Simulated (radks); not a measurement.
Sc I, 21 electrons, occupied as [Ne] 3s2 3p4 3d3 4s2 (not the ground configuration). Calculated with a radial shooting solver on a logarithmic mesh with Libxc functionals: scalar-relativistic Kohn-Sham, B86b exchange with PBE correlation, spin-polarised, spherical densities, finite nucleus; open shells are filled with parallel spins first; Fermi nuclear charge, rms radius 3.5459 fm.

Unscreened Slater integrals over Kohn-Sham orbitals (eV). They are taken over the spin-up orbitals. Empty in this configuration: 4p.

| integral | value |
|---|---|
| F0(4s,4s) | 7.0589 |
| F0(4s,3d) | 8.8027 |
| G2(4s,3d) | 1.3466 |
| F0(4s,3p) | 9.1120 |
| G1(4s,3p) | 0.56367 |
| F0(4s,3s) | 9.1683 |
| G0(4s,3s) | 0.39167 |
| F0(4s,4p) | 5.9563 |
| G1(4s,4p) | 3.6715 |
| F0(3d,3d) | 16.400 |
| F2(3d,3d) | 7.5168 |
| F4(3d,3d) | 4.6647 |
| F0(3d,3p) | 18.548 |
| F2(3d,3p) | 8.6744 |
| G1(3d,3p) | 10.813 |
| G3(3d,3p) | 6.4969 |
| F0(3d,3s) | 19.092 |
| G2(3d,3s) | 8.1380 |
| F0(3d,4p) | 6.8356 |
| F2(3d,4p) | 1.5388 |
| G1(3d,4p) | 0.74523 |
| G3(3d,4p) | 0.57872 |
| F0(3p,3p) | 21.510 |
| F2(3p,3p) | 10.826 |
| F0(3p,3s) | 22.256 |
| G1(3p,3s) | 14.810 |
| F0(3p,4p) | 6.9892 |
| F2(3p,4p) | 1.1038 |
| G0(3p,4p) | 0.25376 |
| G2(3p,4p) | 0.29173 |
| F0(3s,3s) | 23.088 |
| F0(3s,4p) | 7.0187 |
| G1(3s,4p) | 0.30734 |
| F0(4p,4p) | 5.2629 |
| F2(4p,4p) | 2.7060 |

Derived for the open shells (J is the average intra-shell exchange parameter used in DFT+U). 3p: J = F2/5 = 2.165 eV; in LS coupling 1D lies 6 F2/25 = 2.598 eV above 3P. 3d: Racah B = F2/49 - 5 F4/441 = 0.1005 eV, C = 35 F4/441 = 0.3702 eV, C/B = 3.68, F4/F2 = 0.621, J = (F2 + F4)/14 = 0.8701 eV.
